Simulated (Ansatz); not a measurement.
`CS[SiH2][SiH2]S` + H₂S → `CS[SiH2]S` + `[SiH3]S`  (cleavage of the Si–Si bond)

Gas-phase electronic energies from Ansatz, PBE0-D4/def2-TZVP geometries. CCSD(T)/CBS is the MP2 limit (def2-TZVPP, def2-QZVPP) plus CCSD(T) − MP2 in def2-TZVPP, frozen cores. This one scheme is used for every species. Functionals use def2-TZVPP. One conformer a species, not always the lowest.

`CS[SiH2][SiH2]S`:

Z-matrix (Å, degrees):
```
C
S 1 1.816
H 1 1.089 2 106.7
H 1 1.091 2 111.2 3 118.5
H 1 1.090 2 111.0 3 -118.6
Si 2 2.137 1 99.6 3 177.6
Si 6 2.347 2 108.2 1 59.6
H 6 1.485 2 105.2 1 178.7
H 6 1.490 2 110.8 1 -62.8
S 7 2.140 6 106.1 2 36.7
H 7 1.487 6 112.2 2 155.7
H 7 1.490 6 110.7 2 -84.4
H 10 1.352 7 92.6 6 -17.2
```

H₂S:

```xyz
3

S     0.064    0.326    0.523
H    -0.308    0.638   -0.728
H     0.243   -0.964    0.205
```

`CS[SiH2]S`:

Z-matrix (Å, degrees):
```
C
S 1 1.815
H 1 1.090 2 110.6
H 1 1.089 2 106.8 3 -118.8
H 1 1.090 2 110.9 3 122.4
Si 2 2.118 1 99.9 3 -55.2
S 6 2.138 2 113.7 1 58.3
H 6 1.485 2 112.2 1 -57.8
H 6 1.482 2 104.7 1 -178.7
H 7 1.344 6 94.4 2 59.4
```

`[SiH3]S`:

Z-matrix (Å, degrees):
```
Si
S 1 2.137
H 1 1.485 2 111.6
H 1 1.485 2 111.6 3 -122.0
H 1 1.482 2 104.8 3 119.0
H 2 1.344 1 94.7 3 60.9
```

Is it downhill or uphill in electronic energy at CCSD(T)/CBS, and by how much? (An estimate is asked.)

Ansatz gave: Downhill: ΔE = -13.7 kcal/mol.

What do these levels give: ωB97M-V, B2PLYP, MP2/def2-TZVPP, SCS-MP2/def2-TZVPP, HF/def2-QZVPP, MP2/def2-QZVPP? (An estimate is asked.)

Ansatz gave: ωB97M-V -14.8, B2PLYP -15.5, MP2/def2-TZVPP -15.2, SCS-MP2/def2-TZVPP -15.9, HF/def2-QZVPP -19.6, MP2/def2-QZVPP -15.2 kcal/mol.

Largest T1 diagnostic among the species: 0.012.

In def2-TZVPP, CCSD(T) changes the Hartree–Fock value by +5.8 kcal/mol (the triples alone add +0.8 kcal/mol) and MP2 by +4.3 kcal/mol. The D4 term adds +2.6 kcal/mol with B3LYP and +1.5 kcal/mol with PBE0; it sums over pairs of atoms, weighted by their polarisabilities, and B3LYP, whose exchange is more repulsive, gets the larger term. From PBE to PBE0 (25 % exact exchange), in def2-TZVPP and without D4, ΔE moves by −1.0 kcal/mol.

B3LYP here is the variant with VWN-RPA as its local correlation; programs differ in this.
